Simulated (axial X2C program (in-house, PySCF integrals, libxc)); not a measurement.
Ionising TeO

Calculated with an in-house all-electron X2C program for linear molecules (integrals from PySCF), spin-free (one-electron X2C) or two-component (2c: spin–orbit coupling with atomic mean-field Coulomb and Gaunt terms, which also bring small scalar terms), in Dyall basis sets with cores contracted in-house; open shells are unrestricted.

Basis sets: O dyall-av3z, Te dyall-cv3z.

```
Hamiltonian  level       TeO state  Re (Å)  ωe (cm⁻¹)  De (eV)
  spin-free     HF  M_S = 1, Λ = 0   1.769      951.0     0.79
  spin-free   PBE0  M_S = 1, Λ = 0   1.810      849.5     4.06
```

Adiabatic ionisation energy (minimum to minimum, no zero-point term) and constants of TeO⁺:

```json
{"Hamiltonian": "spin-free", "level": "HF", "TeO⁺ state": "M_S = 1/2, Λ = 1", "IE (eV)": "9.54", "Re (Å)": "1.708", "ωe (cm⁻¹)": "1114.4", "De (eV)": "-1.03", "fragments": "Te+ + O"}
{"Hamiltonian": "spin-free", "level": "PBE0", "TeO⁺ state": "M_S = 1/2, Λ = 1", "IE (eV)": "9.62", "Re (Å)": "1.754", "ωe (cm⁻¹)": "965.2", "De (eV)": "3.17", "fragments": "Te+ + O"}
```

(1) Add the zero-point terms to the ionisation energy at PBE0, spin-free, and say whether the electron removed was bonding.

(2) Close the cycle De(TeO⁺) + IE(TeO) = De(TeO) + IE(Te) to find the atomic ionisation energy at PBE0, spin-free.

Each entry is the lowest single determinant of a limited PBE0 search at one distance. De goes to single-determinant-based atoms at the same level (for ions the charge split of lowest energy) and is withheld (n/a) where an atom does not fit its ground term or J level. Main or longest-lived isotopes. One determinant is a doubtful description, or other states lie close, for TeO; these need not be ground states, and all values refer to the states named. The functionals have no current term, which raises determinants with orbital currents.

## Answers

(1) IE0 = IE + (ωe⁺ − ωe)/2 = 9.62 + (0.007) = 9.63 eV. Re changes by -0.056 Å, so the bond shortens, as on loss of an antibonding or a polarising non-bonding electron.

(2) IE(Te) = 3.17 + 9.62 − 4.06 = 8.73 eV, for the determinants used.
